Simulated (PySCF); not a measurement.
## UHF on C⁺ (carbon, charge +1)

Configuration: [He] 2s1 2p1 3d1, one real determinant (an excited configuration). All numbers are calculated (PySCF 2.14, no relativity, point nucleus, in aug-cc-pVDZ (4s3p2d, 23 functions)).

```
Total energy                                                  : -36.396599 hartree
One-electron energy                                           : -45.3909 hartree
Hartree (Coulomb) energy                                      : 13.6129 hartree
Exchange energy                                               : -4.6185 hartree
Kinetic energy                                                : 36.50653 hartree
⟨S²⟩                                                          : 3.7500
⟨L²⟩                                                          : 8.008
Sum of ⟨r⟩                                                    : 6.415 bohr
Sum of ⟨r²⟩                                                   : 15.48 bohr²
Traceless quadrupole moment −½Σ⟨3z² − r²⟩ along its main axis : 2.14 e·bohr²
Density at the nucleus (Gaussians lack the cusp)              : 120 bohr⁻³
Spin density at the nucleus                                   : 3.03 bohr⁻³
Langevin diamagnetic susceptibility                           : -12.3 ×10⁻⁶ cm³/mol
```

| shell | electrons | mean orbital energy (eV) | rms radius, mean of both spins (bohr) |
| --- | --- | --- | --- |
| 1s α | 1 | -335.34 | 0.311 |
| 1s β | 1 | -332.70 | 0.311 |
| 2s α | 1 | -40.582 | 1.50 |
| 2p α | 1 | -32.459 | 1.47 |
| 3d α | 1 | -4.580 | 3.29 |

⟨L²⟩ = 8.01 against 12 for a pure F term, so this real determinant mixes terms. The outer electron is Rydberg-like, and this basis confines it to a smaller radius and binds it less than a complete one would.

Spin-orbit constants ζ (cm⁻¹) from the X2C one-electron operator on these orbitals (non-relativistic here): bare nucleus, nucleus screened by l(l+1)(2l+1)/3 electrons, and screened by the Breit-Pauli mean field of the electrons.

```json
{"shell": "2p", "bare": "87.29", "screened nucleus": "58.19", "mean field": "46.86"}
{"shell": "3d", "bare": "2.296", "screened nucleus": "0.7654", "mean field": "0.6261"}
```

To first order the Landé constant is A = 5.346 cm⁻¹, so the lowest level has J = 3/2 and lies 0.00398 eV below the centre of the term. This holds in LS coupling only.
